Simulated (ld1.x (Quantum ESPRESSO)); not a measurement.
## Plane-wave convergence, TM potential for phosphorus (P)

```
Element                 : P (Z = 15)
Generator               : ld1.x (Quantum ESPRESSO) 7.5
Type                    : norm-conserving Troullier–Martins (Kleinman–Bylander form)
Functional              : PBE
Relativity              : non-relativistic
Frozen core             : [Ne]
Valence charge          : 5
Reference configuration : 3s2 3p2 (charge +1)
Partial waves           : 3p (bound): rc 1.95 bohr; 3s (bound): rc 1.10 bohr
Local potential         : the s channel
Core correction         : none
```

The pseudo-atom Hamiltonian at the reference potential is diagonalised in spherical Bessel functions j_l(qr) that vanish at 20 bohr, with q² up to the cutoff. All-electron valence levels (Ry): 3p -1.0457, 3s -1.7056.

Problem. How do the lowest levels (Ry) of each channel move with the cutoff, and are there ghosts?

Solution.

```tsv
cutoff (Ry)	p #1	s #1	d #1	f #1	Σ f·Δε (mRy)
8	-1.0407	-1.5199	-0.2344	-0.0502	381.2
15	-1.0446	-1.5877	-0.2350	-0.0502	237.7
30	-1.0456	-1.6084	-0.2368	-0.0502	194.3
45	-1.0456	-1.6702	-0.2375	-0.0502	70.7
70	-1.0457	-1.7023	-0.2375	-0.0502	6.5
100	-1.0457	-1.7034	-0.2377	-0.0502	4.3
160	-1.0457	-1.7048	-0.2378	-0.0502	1.5
230	-1.0457	-1.7053	-0.2378	-0.0502	0.6
400	-1.0457	-1.7055	-0.2378	-0.0502	0.0
```

Result: no extra level below or beside the all-electron valence levels (p, s, d, f tested); 10 mRy is reached at 70 Ry and 1 mRy at 180 Ry.
